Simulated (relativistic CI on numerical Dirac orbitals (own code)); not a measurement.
**Slater and spin-orbit integrals, Zn⁹⁺**

Computed by Dirac-Coulomb-Breit CI, KLI orbitals optimised for each configuration, model QED, unscaled Slater integrals (own radial code, finite nucleus).

Slater integrals F^k, G^k are unscaled and averaged over j, outside the closed core [Ne]; ζ comes from projecting the Hamiltonian with its Breit term on Σ l·s of the shell.

- 3s²3p⁶3d³: F^2(3d,3d) = 157770, F^4(3d,3d) = 100500, ζ(3d) = 1735.6 cm⁻¹; <r>(3d) = 0.6265, <r^2>(3d) = 0.4665 (bohr units).
- 3s²3p⁵3d⁴: ζ(3p) = 19694, F^2(3d,3d) = 157350, F^4(3d,3d) = 100210, F^2(3p,3d) = 152150, G^1(3p,3d) = 179990, G^3(3p,3d) = 114100, ζ(3d) = 1688.2 cm⁻¹; <r>(3p) = 0.6406, <r^2>(3p) = 0.4753, <r>(3d) = 0.628, <r^2>(3d) = 0.4688 (bohr units).
- 3s3p⁶3d⁴: F^2(3d,3d) = 157180, F^4(3d,3d) = 100100, G^2(3s,3d) = 138370, ζ(3d) = 1730.4 cm⁻¹; <r>(3s) = 0.634, <r^2>(3s) = 0.459, <r>(3d) = 0.6286, <r^2>(3d) = 0.4697 (bohr units).

**Question.** Give the Racah parameters of the d shell in 3s²3p⁶3d³.

**Answer.** B = F²/49 − 5F⁴/441 = 2080 cm⁻¹ and C = 35F⁴/441 = 7976 cm⁻¹.

Averages of the first 10 configurations, taken without configuration mixing, which lowers the lowest level and can move excited configurations by several eV; other configurations of the list can lie among them:

```json
{"Configuration": "3s²3p⁶3d³", "Parity": "even", "States": "120", "Average energy above the lowest level (eV)": "5.6"}
{"Configuration": "3s²3p⁵3d⁴", "Parity": "odd", "States": "1260", "Average energy above the lowest level (eV)": "85.0"}
{"Configuration": "3s3p⁶3d⁴", "Parity": "even", "States": "420", "Average energy above the lowest level (eV)": "140.7"}
{"Configuration": "3s²3p⁶3d²4s", "Parity": "even", "States": "90", "Average energy above the lowest level (eV)": "92.4"}
{"Configuration": "3s²3p⁶3d²4p", "Parity": "odd", "States": "270", "Average energy above the lowest level (eV)": "108.3"}
{"Configuration": "3s²3p⁶3d²4d", "Parity": "even", "States": "450", "Average energy above the lowest level (eV)": "132.6"}
{"Configuration": "3s²3p⁶3d4s4p", "Parity": "odd", "States": "120", "Average energy above the lowest level (eV)": "204.5"}
{"Configuration": "3s²3p⁶3d²4f", "Parity": "odd", "States": "630", "Average energy above the lowest level (eV)": "152.6"}
{"Configuration": "3s²3p⁶3d²5s", "Parity": "even", "States": "90", "Average energy above the lowest level (eV)": "157.7"}
{"Configuration": "3s²3p⁶3d²5p", "Parity": "odd", "States": "270", "Average energy above the lowest level (eV)": "164.7"}
```
